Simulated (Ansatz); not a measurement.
`[PH2][GeH2][SH]` + `[OH][SbH2]` → `P[O][SbH2]` + `[SH][GeH3]`  (cleavage of the P–Ge bond)

Gas-phase electronic energies from Ansatz, PBE0-D4/def2-TZVP geometries. CCSD(T)/CBS is the MP2 limit (def2-TZVPP, def2-QZVPP) plus CCSD(T) − MP2 in def2-TZVPP, frozen cores. Functionals use def2-TZVPP. Elements past krypton have def2 core potentials. For Ge, Sb outer-core shells are correlated without core-valence functions, which leaves a few kJ/mol of doubt a bond. Scalar relativity is left out up to krypton. Each species was taken in one conformer, which may not be the lowest.

| level | ΔE (eV) |
| --- | --- |
| PBE-QIDH | 0.46 |
| CCSD(T)/def2-SVP | 0.42 |
| HF/def2-TZVPP | 0.20 |
| MP2/CBS(def2) | 0.43 |

Task: What does CCSD(T)/CBS give? (An estimate is asked.)

Result: The calculation gave: +0.42 eV. The listed levels differ from it by 0.04, 0.00, -0.22, 0.01 eV.

Largest T1 diagnostic among the species: 0.015.

In def2-TZVPP, CCSD(T) changes the Hartree–Fock value by +0.22 eV (the triples alone add +0.03 eV) and MP2 by +0.24 eV. From BLYP to BHLYP (50 % exact exchange), in def2-TZVPP and without D4, ΔE moves by −0.08 eV.
